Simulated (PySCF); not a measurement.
**SbH₆⁻: breathing scan**

Level of theory: PBE0/[Sb def2-TZVPD with ECP28, H def2-TZVPD], scalar-relativistic core potentials, density fitting, no spin–orbit coupling, PySCF.

Rigid scan from the singlet minimum (Sb–H 1.799 Å (×6); H–Sb–H 90.0° (×12), H–Sb–H 180.0° (×3)). Coordinate: all bonds to the central atom scaled together. Energies in kJ/mol from the minimum.

```csv
scale of all bonds to the centre,E (kJ/mol)
0.88,216.4
0.92,86.3
0.96,19.5
1.00,0.0
1.04,15.7
1.08,56.9
1.14,150.8
1.22,309.2
1.35,588.3
```

At long bonds a restricted determinant can lie too high, and another spin state can fall below this curve.

The scan took 12 s on 2 threads of a shared Arm Neoverse V2 host; the process peaked at 1.7 GiB.
